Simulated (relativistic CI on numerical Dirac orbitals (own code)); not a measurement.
Crystal-field levels of V+, 3d4

Calculated by Dirac-Coulomb-Breit CI, orbitals from a KLI potential per configuration, model QED, valence Slater integrals scaled by 0.85, one configuration in a parametric crystal field (own radial code).

Field parameters in Wybourne normalisation: Td as Oh with Dq negative (B⁴₀ = 21Dq, B⁴₄ = √(5/14) B⁴₀). The field is a parameter set, without covalency.

S is read from ⟨S²⟩ = S(S + 1).

Levels (cm⁻¹, degeneracy): 0 (1), 4 (3), 8 (3), 95 (2), 97 (3), 157 (3), 5369 (1), 5369 (3), 5369 (2), 5369 (3), 5369 (1), 8996 (1).

**Question.** Which field gives this pattern?
A. Td, 10Dq = -1900 cm⁻¹
B. Td, 10Dq = -8650 cm⁻¹
C. Td, 10Dq = -7000 cm⁻¹
D. Td, 10Dq = -5300 cm⁻¹

**Answer.** D. Td, 10Dq = -5300 cm⁻¹, ground level with S = 2.00.
